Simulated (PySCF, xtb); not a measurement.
Sn(Cl)(OH)(NH2)2 (ClH5N2OSn), SMILES [NH2][Sn]([NH2])([OH])[Cl].

GFN2-xTB (xtb 6.7.1) at its own geometry gives an orbital gap of 3.63 eV and a dipole moment of 1.99 D.

Geometry optimised at PBE-D3(BJ)/def2-SVP. The def2 effective core potentials stand for the cores of Sn; spin–orbit coupling is left out. Other conformers were not sampled.

Q: What does PySCF with PBE/def2-TZVP give? (The exact figures need the calculation; the answer reports its results.)

A: gap 4.05 eV (levels -6.69 and -2.64 eV), dipole 1.85 D.
